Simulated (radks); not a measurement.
Spin polarisation of the 4d4 shell in the molybdenum ion Mo2+. Start: [Kr] 4d(up 2, down 2); electrons of 4d are moved from spin down to spin up, other shells keep equal spins. Calculated with a radial shooting solver on a logarithmic mesh with Libxc functionals: scalar-relativistic Kohn-Sham, LDA (Slater exchange, Perdew-Wang correlation), spin-polarised, spherical densities, finite nucleus; Fermi nuclear charge, rms radius of each element as measured or else 0.836 A^(1/3) + 0.57 fm.

[
 {"moment (Bohr magnetons)": "0", "E - E(0) (eV)": "0.000", "e(4d up) (eV)": "-21.057", "e(4d down) (eV)": "-21.057", "4p down minus up (eV)": "0.000", "4s down minus up (eV)": "0.000", "3d down minus up (eV)": "0.000"},
 {"moment (Bohr magnetons)": "1", "E - E(0) (eV)": "-0.160", "e(4d up) (eV)": "-21.357", "e(4d down) (eV)": "-20.716", "4p down minus up (eV)": "0.625", "4s down minus up (eV)": "0.583", "3d down minus up (eV)": "0.120"},
 {"moment (Bohr magnetons)": "2", "E - E(0) (eV)": "-0.642", "e(4d up) (eV)": "-21.618", "e(4d down) (eV)": "-20.327", "4p down minus up (eV)": "1.254", "4s down minus up (eV)": "1.168", "3d down minus up (eV)": "0.241"},
 {"moment (Bohr magnetons)": "3", "E - E(0) (eV)": "-1.453", "e(4d up) (eV)": "-21.841", "e(4d down) (eV)": "-19.886", "4p down minus up (eV)": "1.889", "4s down minus up (eV)": "1.757", "3d down minus up (eV)": "0.360"},
 {"moment (Bohr magnetons)": "4", "E - E(0) (eV)": "-2.600", "e(4d up) (eV)": "-22.026", "e(4d down) (eV)": "-19.383", "4p down minus up (eV)": "2.533", "4s down minus up (eV)": "2.351", "3d down minus up (eV)": "0.479"}
]

At moment 4 the spin-polarisation energy is -2.600 eV and the 4d exchange splitting 2.643 eV, that is 0.661 eV per Bohr magneton; E = -I m^2/4 would give I = 0.650 eV.
